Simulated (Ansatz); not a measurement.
System: SiH3Te, charge 0, doublet. SiH3Te (SMILES [SiH3][Te], doublet).
B3LYP-D3(BJ)/def2-TZVP minimum from Ansatz (an electronic-structure program):
```
Si
H 1 1.4798
H 1 1.4798 2 109.25
H 1 1.4821 2 109.65 3 120.19
Te 1 2.5045 2 111.38 3 -123.47
```
Charge 0, spin multiplicity 2.

Total energies in def2-SVP, 13 correlated electrons, 14 frozen orbitals. Radicals and triplets start from unrestricted determinants; spin-orbit coupling is neglected. Correlated methods leave the cores frozen (noble-gas shells, and filled d and f shells in the p block). Past Kr the def2 sets carry scalar-relativistic core potentials. Spin-orbit terms, left out, reach several kcal/mol for Br and I, and more for heavier atoms.

```csv
method,program,energy (Eh),minus CCSDT(Q) (mEh)
HF,Ansatz,-557.59223,222.38
MP2,Ansatz,-557.77190,42.71
CCSD,Ansatz,-557.80835,6.26
CCSD(T),Ansatz,-557.81343,1.18
CCSDT(Q),Ansatz,-557.81461,0.00
```

Rough core times of Ansatz's runs on a shared machine: CCSD(T) under 20 s, CCSDT(Q) 2 min.
